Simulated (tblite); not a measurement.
Run record: tight-binding relaxation, `c1(O)c(O)[c]ccc1` [radical].

Computed with GFN2-xTB geometry optimisation, gas phase (tblite 0.8.0). Start geometry: from a force field or distance geometry. The command runs a driver script over a list of jobs; the input below is this job's line of settings and its coordinates in Å.

Command:
```bash
OMP_NUM_THREADS=1 python probes_run.py task.json out
```

Input:
```
{"job": {"kind": "relax", "xc": "GFN2-xTB", "basis": "xTB"}, "charge": 0, "multiplicity": 2}
O     -2.031500     1.248300    -0.339200
C     -0.805400     0.706000    -0.164400
C      0.350000     1.490000    -0.111000
C      1.583300     0.897500     0.066400
C      1.677200    -0.499700     0.229900
C      0.522100    -1.288100     0.178200
C     -0.705100    -0.675800    -0.011600
O     -1.825600    -1.445000    -0.044400
H     -1.911600     2.210900    -0.419800
H      2.475100     1.503300     0.111700
H      2.646100    -0.966800     0.368200
H      0.587200    -2.368600     0.296100
H     -2.566100    -0.811700    -0.177800
```

Output:
```
step      E/eV     max force
  0    -637.11833    1.968
  1    -637.20197    0.716
  2    -637.22020    0.412
  3    -637.23155    0.244
  4    -637.23435    0.187
  5    -637.23715    0.138
  6    -637.23862    0.110
  7    -637.23942    0.074
  8    -637.23982    0.051
  9    -637.24018    0.069
 10    -637.24055    0.063
 11    -637.24084    0.046
 12    -637.24099    0.039
 13    -637.24107    0.031
 14    -637.24113    0.021
 15    -637.24117    0.017
 16    -637.24120    0.011
 17    -637.24121    0.010
```

«max force» is the largest atomic force in eV/Å.

Q: From which step on does the largest force stay under 0.1 eV/Å, and how much energy is left to gain from there?

A: From step 7 (0.074 eV/Å), 1.8 meV above the end.

In short: energy lowered by 2.8 kcal/mol over 17 steps; largest atomic force 0.010 eV/Å at the end.

Q: Where do the atoms end?

A: 0.031 Å rms from the input after alignment:
```
atom  x, y, z in Å
O1    -2.0463    1.2544   -0.3412
C2    -0.7903    0.7228   -0.1572
C3     0.3737    1.4310   -0.1067
C4     1.6095    0.8871    0.0776
C5     1.6835   -0.4960    0.2225
C6     0.5350   -1.2647    0.1797
C7    -0.7066   -0.6785   -0.0076
O8    -1.8359   -1.4287   -0.0481
H9    -1.9670    2.2099   -0.4268
H10    2.4992    1.4951    0.1107
H11    2.6450   -0.9634    0.3699
H12    0.5816   -2.3363    0.2914
H13   -2.5858   -0.8323   -0.1820
```

Hardware: one thread of an Arm Neoverse V1, shared host with 32 logical CPUs at a one-minute load of 27. Cost: 0.1 s wall.
Labels such as C1 count atoms from 1, the log's own numbers from 0.
